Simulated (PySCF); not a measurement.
FeO3, SMILES [O]=[Fe](=[O])=[O], multiplicity 1. Geometry: PBE-D3(BJ)/def2-SVP. The spin state was assumed, not searched.

Computed equilibrium geometry at PBE-D3(BJ)/def2-SVP (PySCF confirms it by a frequency run) as a Z-matrix, and its point group:
point group D3h.
```
Fe
O 1 1.5674
O 1 1.5674 2 120.00
O 1 1.5674 2 120.00 3 180.00
```
Charge 0, spin multiplicity 1.
